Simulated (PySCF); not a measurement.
## Fe(19+) (iron, charge +19) across methods

[He] 2s2 2p3, high-spin 4S determinant. Calculation: PySCF 2.14, in an uncontracted even-tempered set (17 s from 4.2 bohr⁻², ratio 2.2; 11 p from 5.5 bohr⁻², ratio 2.2; 6 d from 24 bohr⁻², ratio 2.4; 5 f from 35 bohr⁻², ratio 2.4; 4 g from 53 bohr⁻², ratio 2.4); no relativity, point nucleus.

```tsv
method	E (hartree)	mean ε 2s α (eV)	mean ε 2s β (eV)	mean ε 2p α (eV)	Σ⟨r²⟩ (bohr²)	⟨S²⟩
PBE	-990.237	-1608.3	-1580.8	-1528.4	0.3348	3.750
PBE0	-990.315	-1624.7	-1589.6	-1541.8	0.3346	3.750
UHF	-990.33020	-1672.8	-1613.8	-1581.0	0.3341	3.750
PW91	-990.410	-1608.6	-1581.2	-1529.0	0.3347	3.750
r2SCAN	-990.495	-1617.8	-1582.6	-1534.8	0.3343	3.750
LDA	-988.050	-1605.4	-1578.4	-1527.1	0.3353	3.750
```

Question: Estimate the same row for r2SCAN0.

Answer: E (hartree) = -990.511; mean ε 2s α (eV) = -1631.7; mean ε 2s β (eV) = -1590.9; mean ε 2p α (eV) = -1546.5; Σ⟨r²⟩ (bohr²) = 0.3342; ⟨S²⟩ = 3.750.
